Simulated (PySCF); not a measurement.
**Peak assignment**

Atoms are numbered as in `[CH3:1][C:2](=[O:3])[NH:4][SiH2:5][N:6]([CH3:7])[CH3:8]`. Hydrogens are named by the atom that carries them.

PySCF 2.14 calculation with σ from GIAO-KT2/pcSseg-1 and geometry: PBE0-D3(BJ)/def2-SVP; single conformer, non-relativistic, no solvent model, averaged over atoms made equivalent by symmetry, fast rotation or ring inversion.

δ = σ(ref) − σ, references computed at the same level: TMS for $^{13}$C, $^{1}$H.

Question: Assign these signals to the numbered atoms. $^{13}$C{$^{1}$H} NMR (computed): δ 163.9 (C), 41.9 (CH3), 22.6 (CH3).

Answer: 
```tsv
δ (ppm)	atoms	environment	reason
163.9	C2	amide carbonyl carbon	lone-pair donation from the attached heteroatom keeps it upfield of a ketone carbonyl
41.9	C7/C8	methyl carbon bonded to N	deshielded by the electronegative neighbour
22.6	C1	methyl carbon α to a carbonyl	the adjacent C=O deshields it moderately
```

Question: Assign these signals to the numbered atoms. $^{1}$H NMR (600 MHz, computed): δ 5.25 (s, 2H), 3.76 (br s, 1H), 2.70 (s, 6H), 1.77 (s, 3H).

Answer: 
5.25 → H(Si5), hydrogen on a silicon bonded to 2 N
3.76 → H(N4), hydrogen on an amide-type nitrogen: labile proton, position sensitive to the medium
2.70 → H(C7)/H(C8), hydrogen on a methyl carbon bonded to N: its carbon carries N, which withdraws density
1.77 → H(C1), hydrogen on a methyl carbon α to a carbonyl: α to C=O

OH/NH shifts are gas-phase values; hydrogen bonding in solution moves them, usually downfield. Shifts are as computed. Against solution values, carbons near 30 ppm lie about +2 ppm off and those near 130 ppm about -5 ppm. Of 1211 compounds with measured shifts, 218 miss one by over three times the rms of a fit or turn the order of signals round; such compounds aren't used in these exercises. The C=O carbon of an acid or of an amide with N–H lies up to 10 ppm further downfield in solution, through hydrogen bonding that the calculation lacks. Multiplicities follow the n + 1 count of equivalent neighbours, as no J values were calculated; m marks all less simple cases, F and P coupling included.
